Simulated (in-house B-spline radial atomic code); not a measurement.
# RPA and G0W0 on PBEsol: the chromium ion Cr⁶⁺

Configuration [Ne] 3s2 3p6, mean-field start PBEsol. Computed with a B-spline radial code for spherical atoms: all electrons, scalar-relativistic (spin-free one-electron X2C), finite nucleus, each spin shell either full or empty, empty states to l = 9 with an (l + 1/2)⁻⁴ tail; G0W0 by contour deformation at full frequency.

Command:
```bash
python run_gw.py task.json out
```
Settings (radii: box in bohr, nucleus in fm):
```
Z                        24
electrons                18
configuration            [Ne] 3s2 3p6
hamiltonian              x2c
method                   pbesol
lmax                     9
rms_radius               3.6452
spin_polarised           False
box_radius               9.29
intervals                67
```

Time taken, with all properties: 1.1 s on 1 thread of Arm Neoverse V2 (shared host).

Energies (hartree):

```csv
term,value
mean-field total,-1039.71986
Hartree-Fock functional on these orbitals,-1040.21557
direct second order,-1.4376
second-order exchange,0.47902
SOSEX correction,0.43661
```

Q: What is the RPA correlation energy, and what remains with SOSEX?

A: RPA gives -1.2538 hartree (-1.9 eV per electron); RPA + SOSEX gives -0.81717, and the second-order doubles -0.95862 hartree (no singles). RPA lacks exchange-type terms and so overcorrelates at short range.

Quasi-particle levels (eV):

```csv
level,occupied,mean field,Σx - vxc,Σc,QP weight,G0W0
3p,yes,-148.44,-11.97,?,?,?
3d,no,-102.20,14.40,-3.34,0.968,-91.14
```

G0W0 = mean field + (Σx - vxc) + Σc, with Σc (partial-wave tail included) taken at the quasi-particle energy. Only the outer levels were computed. Levels of low weight are left out.

Q: Where does G0W0 put 3p?

A: At -160.65 eV, with Σc = -0.23 eV and a quasi-particle weight of 0.954. The tabulated removal energy is 160.29 ± 0.06 eV (NIST, semi-empirical); the calculation leaves out spin-orbit coupling, Breit and QED terms, and what these don't explain is the method's own error.
